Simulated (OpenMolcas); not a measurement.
**Exact exchange and the HOMO–LUMO gap of CH6AlFSi**

CH6AlFSi has 10 atoms, charge 0, and is taken as a singlet. As SMILES, `C[SiH2][AlH][F]`. Geometry: relaxed at PBE0-D4/def2-TZVP. This is one conformer, not always the lowest.

The HOMO–LUMO gap y, in eV, basis 6-31G(d); a is the functional's share of exact exchange. Programs: OpenMolcas 26.06.

| functional | program | a | y (eV) |
| --- | --- | --- | --- |
| BLYP | OpenMolcas | 0 | 4.09 |
| revPBE | OpenMolcas | 0 | 4.16 |
| B3LYP | OpenMolcas | 0.2 | 5.59 |
| PBE0 | OpenMolcas | 0.25 | ? |
| BHLYP | OpenMolcas | 0.5 | 7.78 |

Problem. Fit y = c + s·a to the known rows and predict PBE0.

Solution. 
1. Means of the 4 rows: a = 0.1750, y = 5.405.
2. Σ(Δa)² = 0.1675, Σ(Δa·Δy) = 1.2245, so the slope is 1.2245/0.1675 = 7.3104.
3. Intercept: 5.405 − (7.3104) × 0.1750 = 4.126. The largest residual of the fit is 0.036.
4. PBE0: 4.126 + (7.3104) × 0.25 = 5.95 eV.

The run gave 5.99 eV, so the prediction is off by -0.04 eV, about the largest residual. Exact exchange lowers occupied levels and raises empty ones. The rows mix families of semi-local functionals, which the line can't see.
